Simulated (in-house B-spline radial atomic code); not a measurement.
**The nickel ion Ni²⁺: [Ar] 3d8**

All numbers are computed (non-relativistic PBE0, spin-polarised, spherical fractional occupations, exact exchange averaged over the configuration; point nucleus) with a B-spline radial code for spherical atoms, not measured.

Z_r = [3n² - l(l+1)]/(2<r>); Z_e = n√(-2ε); the last column is Slater's effective charge. Values are occupation-weighted means over spin.

| shell | electrons | ε (eV) | <r> (bohr) | Z_r | Z_e | Slater |
| --- | --- | --- | --- | --- | --- | --- |
| 1s | 2 | -8190.2 | 0.05483 | 27.36 | 24.54 | 27.70 |
| 2s | 2 | -999.34 | 0.248 | 24.20 | 17.14 | 23.85 |
| 2p | 6 | -873.82 | 0.2165 | 23.09 | 16.03 | 23.85 |
| 3s | 2 | -133.91 | 0.7504 | 17.99 | 9.41 | 16.75 |
| 3p | 6 | -95.009 | 0.7837 | 15.95 | 7.93 | 16.75 |
| 3d | 8 | -31.362 | 0.9566 | 10.98 | 4.55 | 7.55 |

The least bound orbital is 3d down at -29.92 eV, and it is also the most diffuse (<r> = 0.9712 bohr).
